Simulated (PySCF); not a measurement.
# State search for SnB⁺

Unrestricted PBE0; Sn def2-SVPD with ECP28, B def2-SVPD; scalar-relativistic core potentials (PySCF 2.14). Outer shells of the fragments: Sn+ 4d10 5s2 5p1; B 2s2 2p1.

Followed along the bond (rough minima from three points):

```json
{"2Ms+1": "3", "unpaired": "σ ↑, π ↑", "⟨S²⟩ at the start": "2.00", "R at minimum (Å)": "2.39", "Te (eV)": "0.00"}
{"2Ms+1": "1", "unpaired": "σ ↓, π ↑", "⟨S²⟩ at the start": "1.01", "R at minimum (Å)": "2.40", "Te (eV)": "0.18"}
{"2Ms+1": "3", "unpaired": "π ↑↑", "⟨S²⟩ at the start": "2.04", "R at minimum (Å)": "2.18", "Te (eV)": "0.35"}
{"2Ms+1": "1", "unpaired": "π ↑↓", "⟨S²⟩ at the start": "1.01", "R at minimum (Å)": "2.20", "Te (eV)": "0.58"}
{"2Ms+1": "1", "unpaired": "none", "⟨S²⟩ at the start": "0.23", "R at minimum (Å)": "2.28", "Te (eV)": "1.28"}
```

Solutions found at the starting distance of 2.265 Å, counted from the lowest of them; the search is not exhaustive and high or unbound solutions are not listed, so other states can lie among these:

| 2Ms+1 | unpaired | term | E (eV) | ⟨S²⟩ | ⟨Lz²⟩ | μ (D) |
| --- | --- | --- | --- | --- | --- | --- |
| 3 | σ ↑, π ↑ | ³Π | 0.00 | 2.00 | 1.00 | 1.45 |
| 1 | σ ↓, π ↑ | mixed | 0.20 | 1.01 | 1.00 | 1.49 |
| 3 | π ↑↑ | ³Σ⁻ | 0.33 | 2.04 | 0.00 | 1.39 |
| 1 | π ↑↓ | mixed | 0.55 | 1.01 | 2.01 | 1.41 |
| 1 | none | mixed | 1.23 | 0.23 | 2.00 | 1.73 |
| 1 | none | ¹Σ⁺ | 1.39 | 0.00 | 0.00 | -0.19 |
| 3 | π ↑↑ | mixed | 2.47 | 2.04 | 2.01 | 2.68 |
| 3 | σ ↑↑, π ↑↓ | mixed | 3.04 | 3.01 | 2.01 | 0.81 |
| 1 | σ ↑, δ ↓ | mixed | 8.14 | 1.01 | 4.00 | 3.84 |
| 3 | π ↑, δ ↑ | mixed | 8.51 | 2.03 | 5.00 | 3.46 |

A term symbol is given only where ⟨S²⟩ and ⟨Lz²⟩ are close to those of a pure state; real π, δ and φ orbitals otherwise mix terms. A positive dipole points towards B; it is taken about the centre of mass and depends on that origin.

Spin–orbit coupling is left out.
